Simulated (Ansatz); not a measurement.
Cost and result for the atomization energy of `O[SiH]([SiH3])N[SiH3]` (14 atoms, 13 bonds).

Cartesian coordinates in Å:
```
O 2.341 0.579 0.652
Si 1.133 0.336 -0.449
Si 0.459 -1.916 -0.423
N -0.239 1.355 -0.220
Si -1.792 0.980 0.433
H 2.155 0.364 1.567
H 1.786 0.703 -1.730
H -0.778 -2.145 -1.218
H 0.224 -2.392 0.969
H 1.554 -2.740 -1.007
H -0.098 2.321 -0.487
H -2.138 1.884 1.564
H -1.730 -0.420 0.927
H -2.878 1.091 -0.578
```

Total charge 0; spin multiplicity 1. The structure was optimised at the PBE0-D4/def2-TZVP level. It is one conformer, not always the lowest. Program: Ansatz. All runs use 2 threads of an AMD EPYC 7R13 on a shared host and a share of an NVIDIA H100 80 GB. Times are those of one run each, without the atoms' runs, and a repeat can differ threefold. Electronic energies, without spin–orbit coupling; frozen cores. CCSD(T)/CBS adds CCSD(T) − MP2 in def2-TZVPP to the MP2 limit, and its time is that of the two runs behind it. T1 = 0.012. B3LYP takes the VWN-RPA correlation (the form of Gaussian; ORCA's B3LYP/G).

CCSD(T)/CBS is a level of theory with its own doubt, some kJ/mol a heavy atom from the limit and from the frozen cores, so smaller differences don't rank the functionals.

```csv
level,functions,wall time
PBE-D4/def2-TZVPP (with forces),314,4.1 s
B2PLYP/def2-TZVPP,314,4.1 s
r2SCAN-D4/def2-TZVPP (with forces),314,4.6 s
PBE0-D4/def2-TZVPP,314,5.5 s
B3LYP-D4/def2-TZVPP (with forces),314,7 s
ωB97M-V/def2-TZVPP (with forces),314,7 s
CCSD(T)/def2-TZVPP,314,8 s
ωB97X-V/def2-TZVPP,314,8 s
MP2/def2-QZVPP,594,9 s
CCSD(T)/CBS(def2),–,17 s
```

Q: What atomization energy does each give, and how far from CCSD(T)/CBS? (Best estimate.)

A: Ansatz gave: 
| level | atomization (kJ/mol) | difference from CCSD(T)/CBS | per bond |
| --- | --- | --- | --- |
| PBE-D4/def2-TZVPP (with forces) | 4553.8 | -37.0 | -2.8 |
| B2PLYP/def2-TZVPP | 4510.2 | -80.6 | -6.2 |
| r2SCAN-D4/def2-TZVPP (with forces) | 4558.6 | -32.2 | -2.5 |
| PBE0-D4/def2-TZVPP | 4510.8 | -80.0 | -6.2 |
| B3LYP-D4/def2-TZVPP (with forces) | 4575.0 | -15.8 | -1.2 |
| ωB97M-V/def2-TZVPP (with forces) | 4585.9 | -4.9 | -0.4 |
| CCSD(T)/def2-TZVPP | 4453.4 | -137.4 | -10.6 |
| ωB97X-V/def2-TZVPP | 4612.6 | 21.8 | 1.7 |
| MP2/def2-QZVPP | 4547.9 | -42.9 | -3.3 |
| CCSD(T)/CBS(def2) | 4590.8 | 0.0 | 0.0 |

From PBE to PBE0 (25 % exact exchange), in def2-TZVPP and without D4, the atomization energy moves by −38.0 kJ/mol: exact exchange takes away binding that semilocal exchange gives to molecules. In def2-TZVPP, CCSD(T) changes the Hartree–Fock value by +1107.5 kJ/mol (the triples alone add +51.3 kJ/mol) and MP2 by +1119.2 kJ/mol; breaking electron pairs costs correlation energy, which Hartree–Fock lacks. The D4 term adds +57.2 kJ/mol with B3LYP and +30.5 kJ/mol with PBE0; it sums over pairs of atoms, weighted by their polarisabilities, and B3LYP, whose exchange is more repulsive, gets the larger term.
